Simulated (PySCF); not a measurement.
The isolated species `OB(O)[SiH]([SiH3])[SiH3]` is ionised with synchrotron light (hν = 2000.0 eV). Calculated photoelectron kinetic energies of its computed core levels, recoil neglected:

```json
{"line": "1", "kinetic energy (eV)": "1894.41"}
{"line": "2", "kinetic energy (eV)": "1893.87"}
{"line": "3", "kinetic energy (eV)": "1893.79"}
{"line": "4", "kinetic energy (eV)": "1893.25"}
{"line": "5", "kinetic energy (eV)": "1802.95"}
{"line": "6", "kinetic energy (eV)": "1460.66"}
{"line": "7", "kinetic energy (eV)": "154.78"}
{"line": "8", "kinetic energy (eV)": "154.15"}
```

Theory: delta-SCF UKS SCAN, pcX-2 on the ionised atom, pcseg-1 elsewhere, spin-free X2C in PySCF.

Q: Convert to binding energies and name the level and atom behind each line. Numbering: `[OH:1][B:2]([OH:3])[SiH:4]([SiH3:5])[SiH3:6]`.

A: Against the vacuum level, binding energy = hν − kinetic energy.

```tsv
line	binding energy (eV)	level	atoms	environment
1	105.59	Si 2p3/2	Si4	SiH silicon
2	106.13	Si 2p3/2	Si5/Si6	SiH3 silicon
3	106.21	Si 2p1/2	Si4	SiH silicon
4	106.75	Si 2p1/2	Si5/Si6	SiH3 silicon
5	197.05	B 1s	B2	three-coordinate boron
6	539.34	O 1s	O1/O3	boron-bound oxygen
7	1845.22	Si 1s	Si4	SiH silicon
8	1845.85	Si 1s	Si5/Si6	SiH3 silicon
```

Q: Where does line 4 move with hν = 1000.0 eV?

A: To 1000.0 − 106.75 = 893.25 eV; every photoline shifts by the change in photon energy, -1000.0 eV.

Lowest listed Si 1s: Si4, bonded to H, B and 2 Si. Highest, 0.63 eV above it: Si5/Si6, bonded to 3 H and Si. Summing the Pauling electronegativity differences to the bonded atoms, each weighted by its formal bond order, gives +0.44 for the lowest site and +0.90 for the highest.

Q: Express the binding energy of Si 2p3/2 of Si4 in atomic units and per mole.

A: 105.59 eV = 3.8804 Eh = 10188 kJ/mol.

Other core shells, valence and Auger electrons aren't listed. One atom of each set of topologically equivalent atoms was ionised and stands for the set; in this conformer not all members are related by symmetry, and their own values weren't computed. The 2p values aren't plain energy differences: one relaxed spin-free 2p hole is combined with a matrix within the shell (ground-state 2p orbital-energy differences and spin–orbit coupling). 2p3/2, the mean of its two sublevels, lies a third of the splitting below the shell's mean and 2p1/2 two thirds above it; the statistical areas are 2:1. 2p1/2 minus 2p3/2 (ligand field included): Si 0.62 eV. One conformer (not necessarily the lowest) at the PBE0-D3(BJ)/def2-SVP geometry, without solvent, vibrations or thermal averaging.

Conformer computed: `[OH:1][B:2]([OH:3])[SiH:4]([SiH3:5])[SiH3:6]`: O1–B2–Si4–Si5 -56°, H–O1–B2–O3 0°, H–O3–B2–O1 0°.
